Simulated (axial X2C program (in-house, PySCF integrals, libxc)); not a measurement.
Which molecule gave these maps?

PBE0 fields computed with an in-house relativistic program for diatomic molecules, without spin–orbit coupling, near the equilibrium distance, one atom at z = 0.

The maps cover the half plane through the axis: z from -2.4 to 4.8 Å along the bond, ρ from 0.15 to 2.25 Å away from it (steps of 0.3 Å, the bottom row nearest the axis).

log10 of the density in e/bohr³:

digits 0 to 9 span -4.55 to 1.83 evenly
```
0001122222222222222211100
0112222333333333333222110
0122333333333333333332211
1123334444444444444433221
1223444555444445555443322
1233455666555555665544332
2234456777655556776554332
2234556898655567897654432
```

Electron localisation function (collinear form, no current term, damped to 0 at low density):

digits 0 to 9 span 0.00 to 1.00 evenly
```
0000011111122221111100000
0001233333334433333321000
0013555554455544455554210
0146776554556655456776530
0367875333456653334678752
1578863232246632332478874
2688743676326524775258875
3788735474526427267348886
```

Axial spin density in 10⁻³ e/bohr³:

digits 0 to 9 span -3.38 to 3.38 evenly, values beyond are clipped
```
5555555555555555555555555
5555555566666666665555555
5555556677777777776655555
5555567999999999998655555
4455569999999999999865554
4444569999999999999865444
4444456484777775655644444
4444334098433344852434444
```

**Question.** Which molecule is it?
A. NaBe
B. Sb₂⁺
C. InI⁺
D. KH

**Answer.** B. Sb₂⁺, with Sb at z = 0 and Sb at z = 2.584 Å, state M_S = 1/2, Λ = 1 (beyond evenly filled blocks: π+α, π+β, π-α), basis Sb dyall-cv3z [11s12p8d4f1g] (cores contracted in-house). The state is one determinant whose occupation by symmetry is held fixed; it was picked as the lowest of a PBE0 search that is not exhaustive. The functionals have no current-density term, which raises determinants with orbital currents, atoms included.
